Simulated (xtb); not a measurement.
Job for xtb: GFN2-xTB on H2OSeTe (SMILES O[Te][SeH]), a point of a torsion scan.

```
$ xtb mol.xyz --gfn 2 --sp --chrg 0 --uhf 0
5

O     -1.31103919     0.57252471    -0.27931078
Te    -0.26697648    -0.96982835    -0.95085749
Se     1.68488606    -0.62490835     0.61290032
H     -1.93245304     0.30674705     0.39940099
H      0.89535078    -0.05127575     1.67219996
```

The log:

```
[...]
           -------------------------------------------------
          |                Calculation Setup                |
           -------------------------------------------------



           -------------------------------------------------
          |                 G F N 2 - x T B                 |
           -------------------------------------------------

        Reference                      10.1021/acs.jctc.8b01176
      * Hamiltonian:
        H0-scaling (s, p, d)           1.850000    2.230000    2.230000
        zeta-weighting                 0.500000
      * Dispersion:
        s8                             2.700000
        a1                             0.520000
        a2                             5.000000
        s9                             5.000000
      * Repulsion:
        kExp                           1.500000    1.000000
        rExp                           1.000000
      * Coulomb:
        alpha                          2.000000
        third order                    shell-resolved
        anisotropic                    true
        a3                             3.000000
        a5                             4.000000
        cn-shift                       1.200000
        cn-exp                         4.000000
        max-rad                        5.000000


          ...................................................
          :                      SETUP                      :
          :.................................................:
          :  # basis functions                  26          :
          :  # atomic orbitals                  24          :
          :  # shells                           10          :
          :  # electrons                        20          :
          :  max. iterations                   250          :
          :  Hamiltonian                  GFN2-xTB          :
          :  restarted?                      false          :
          :  GBSA solvation                  false          :
          :  PC potential                    false          :
          :  electronic temp.          300.0000000     K    :
          :  accuracy                    1.0000000          :
          :  -> integral cutoff          0.2500000E+02      :
          :  -> integral neglect         0.1000000E-07      :
          :  -> SCF convergence          0.1000000E-05 Eh   :
          :  -> wf. convergence          0.1000000E-03 e    :
          :  Broyden damping             0.4000000          :
          :  net charge                          0          :
          :  unpaired electrons                  0          :
          ...................................................

 iter      E             dE          RMSdq      gap      omega  full diag
   1    -11.3616466 -0.113616E+02  0.992E+00    3.01       0.0  T
   2    -11.3201871  0.414595E-01  0.111E+01    2.76       1.0  T
   3    -11.3932266 -0.730395E-01  0.579E+00    3.02       1.0  T
   4    -11.3920976  0.112900E-02  0.100E+00    3.01       1.0  T
   5    -11.3916436  0.453925E-03  0.138E+00    3.04       1.0  T
   6    -11.3938271 -0.218350E-02  0.181E-01    3.04       1.0  T
   7    -11.3938235  0.363421E-05  0.727E-02    3.04       1.0  T
   8    -11.3938238 -0.335634E-06  0.890E-02    3.04       1.0  T
   9    -11.3938294 -0.551186E-05  0.207E-02    3.04       2.2  T
  10    -11.3938301 -0.766426E-06  0.488E-03    3.04       9.2  T
  11    -11.3938301 -0.216608E-07  0.185E-03    3.04      24.2  T
  12    -11.3938301 -0.175472E-09  0.330E-04    3.04     135.3  T
  13    -11.3938301 -0.112058E-09  0.721E-05    3.04     620.4  T

   *** convergence criteria satisfied after 13 iterations ***

         #    Occupation            Energy/Eh            Energy/eV
      -------------------------------------------------------------
         1        2.0000           -0.8596906             -23.3934
       ...           ...                  ...                  ...
         4        2.0000           -0.5779573             -15.7270
         5        2.0000           -0.5128235             -13.9546
         6        2.0000           -0.4974116             -13.5353
         7        2.0000           -0.4831000             -13.1458
         8        2.0000           -0.4368411             -11.8871
         9        2.0000           -0.4112588             -11.1909
        10        2.0000           -0.3700697             -10.0701 (HOMO)
        11                         -0.2584292              -7.0322 (LUMO)
        12                         -0.2471720              -6.7259
        13                         -0.1788900              -4.8678
        14                         -0.0191140              -0.5201
        15                         -0.0072756              -0.1980
       ...                                ...                  ...
        24                          1.0106783              27.5020
      -------------------------------------------------------------
                  HL-Gap            0.1116406 Eh            3.0379 eV
             Fermi-level           -0.3142494 Eh           -8.5512 eV

 SCC (total)                   0 d,  0 h,  0 min,  0.004 sec
 SCC setup                      ...        0 min,  0.000 sec (  1.780%)
 Dispersion                     ...        0 min,  0.000 sec (  0.660%)
 classical contributions        ...        0 min,  0.000 sec (  0.266%)
 integral evaluation            ...        0 min,  0.001 sec ( 16.919%)
 iterations                     ...        0 min,  0.002 sec ( 54.271%)
 molecular gradient             ...        0 min,  0.001 sec ( 24.696%)
 printout                       ...        0 min,  0.000 sec (  1.272%)

         :::::::::::::::::::::::::::::::::::::::::::::::::::::
         ::                     SUMMARY                     ::
         :::::::::::::::::::::::::::::::::::::::::::::::::::::
         :: total energy             -11.365580255339 Eh    ::
         :: gradient norm              0.003541669622 Eh/a0 ::
         :: HOMO-LUMO gap              3.037894058769 eV    ::
         ::.................................................::
         :: SCC energy               -11.393829848449 Eh    ::
         :: -> isotropic ES            0.029024266164 Eh    ::
         :: -> anisotropic ES         -0.001520507312 Eh    ::
         :: -> anisotropic XC         -0.001772200395 Eh    ::
         :: -> dispersion             -0.003081164643 Eh    ::
         :: repulsion energy           0.028249593111 Eh    ::
         :: add. restraining           0.000000000000 Eh    ::
         :: total charge              -0.000000000000 e     ::
         :::::::::::::::::::::::::::::::::::::::::::::::::::::

           -------------------------------------------------
          |                Property Printout                |
           -------------------------------------------------

    * Orbital Energies and Occupations

         #    Occupation            Energy/Eh            Energy/eV
      -------------------------------------------------------------
         1        2.0000           -0.8596906             -23.3934
         2        2.0000           -0.7540422             -20.5185
         3        2.0000           -0.6943967             -18.8955
         4        2.0000           -0.5779573             -15.7270
         5        2.0000           -0.5128235             -13.9546
         6        2.0000           -0.4974116             -13.5353
         7        2.0000           -0.4831000             -13.1458
         8        2.0000           -0.4368411             -11.8871
         9        2.0000           -0.4112588             -11.1909
        10        2.0000           -0.3700697             -10.0701 (HOMO)
        11                         -0.2584292              -7.0322 (LUMO)
Note: The following floating-point exceptions are signalling: IEEE_DENORMAL
normal termination of xtb
        12                         -0.2471720              -6.7259
        13                         -0.1788900              -4.8678
        14                         -0.0191140              -0.5201
        15                         -0.0072756              -0.1980
        16                          0.0244729               0.6659
        17                          0.0279420               0.7603
        18                          0.0590902               1.6079
        19                          0.0974364               2.6514
        20                          0.1495124               4.0684
        21                          0.1624904               4.4216
       ...                                ...                  ...
        24                          1.0106783              27.5020
      -------------------------------------------------------------
                  HL-Gap            0.1116406 Eh            3.0379 eV
             Fermi-level           -0.3142494 Eh           -8.5512 eV

     #   Z          covCN         q      C6AA      α(0)
     1   8 O        1.589    -0.445    21.772     6.297
     2  52 Te       1.692     0.179   407.684    37.332
     3  34 Se       1.820    -0.195   242.293    27.124
     4   1 H        0.819     0.304     0.706     1.319
     5   1 H        0.925     0.156     1.353     1.819

 Mol. C6AA /au·bohr⁶  :       1784.725321
 Mol. C8AA /au·bohr⁸  :     130847.837504
 Mol. α(0) /au        :         73.890477


Wiberg/Mayer (AO) data.
largest (>0.10) Wiberg bond orders for each atom

 ---------------------------------------------------------------------------
     #   Z sym  total        # sym  WBO       # sym  WBO       # sym  WBO
 ---------------------------------------------------------------------------
     1   8 O    2.155 --     2 Te   1.209     4 H    0.897
     2  52 Te   2.407 --     1 O    1.209     3 Se   1.165
     3  34 Se   2.162 --     2 Te   1.165     5 H    0.950
     4   1 H    0.907 --     1 O    0.897
     5   1 H    0.976 --     3 Se   0.950
 ---------------------------------------------------------------------------

Topologies differ in total number of bonds
Writing topology from bond orders to xtbtopo.mol

molecular dipole:
                 x           y           z       tot (Debye)
 q only:       -0.457      -0.418       0.408
   full:       -0.949      -0.624       0.076       2.893
molecular quadrupole (traceless):
                xx          xy          yy          xz          yz          zz
 q only:       -1.075       2.131      -0.969      -1.714       1.795       2.044
  q+dip:       -2.945       3.417       0.312      -4.662       2.829       2.633
   full:       -2.073       1.881      -0.679      -4.180       4.837       2.752


           -------------------------------------------------
          | TOTAL ENERGY              -11.365580255339 Eh   |
          | GRADIENT NORM               0.003541669622 Eh/α |
          | HOMO-LUMO GAP               3.037894058769 eV   |
           -------------------------------------------------

------------------------------------------------------------------------
------------------------------------------------------------------------
 total:
 SCF:
```

The run finished.

Cost: around 0.020 core-seconds (rough).
